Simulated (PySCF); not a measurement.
2 CrH₃ → CrH₂ + CrH₄

Level: PBE0 in the def2-TZVP basis family, all electrons, no relativity, computed in PySCF with density fitting; open shells unrestricted.

| species | state and structure | E (Eh) | ZPE (kJ/mol) | H(298 K) − H(0) (kJ/mol) | S° (J/(mol K)) |
| --- | --- | --- | --- | --- | --- |
| CrH₃ | quartet, C3v, Cr–H 1.616 Å (×3); H–Cr–H 106.8° (×3) | -1045.94403 | 40.9 | 11.5 | 237.4 |
| CrH₂ | quintet, C2v, Cr–H 1.648 Å (×2); H–Cr–H 111.2° | -1045.37822 | 23.6 | 10.3 | 231.3 |
| CrH₄ | triplet, Td, Cr–H 1.593 Å (×4) | -1046.50264 | 60.4 | 12.2 | 230.5 |

Problem. What is the electronic reaction energy?

Solution. At PBE0/def2-TZVP, ΔE = 18.9 kJ/mol from the differences of the total energies times 2625.5, uphill. The bond broken in CrH₃ is stronger than the one that a second molecule gains.

Problem. Add zero-point, thermal and entropy terms for 298.15 K and 1 bar.

Solution. ΔZPE = 2.2 and Δ[H(298) − H(0)] = -0.5 kJ/mol give ΔH° = 20.6 kJ/mol. ΔS° = -13.0 J/(mol K), so ΔG° = 20.6 − 298.15 × (-0.0130) = 24 kJ/mol and log₁₀K = -4.3.

Some spin contamination: CrH₃ (⟨S²⟩ 3.97), CrH₂ (⟨S²⟩ 6.13), CrH₄ (⟨S²⟩ 2.25). Open d or f shells are single determinants, so the state found may not be the ground state. Only the bonding shown was studied: isomers, or loss of a ligand pair, can lie lower.
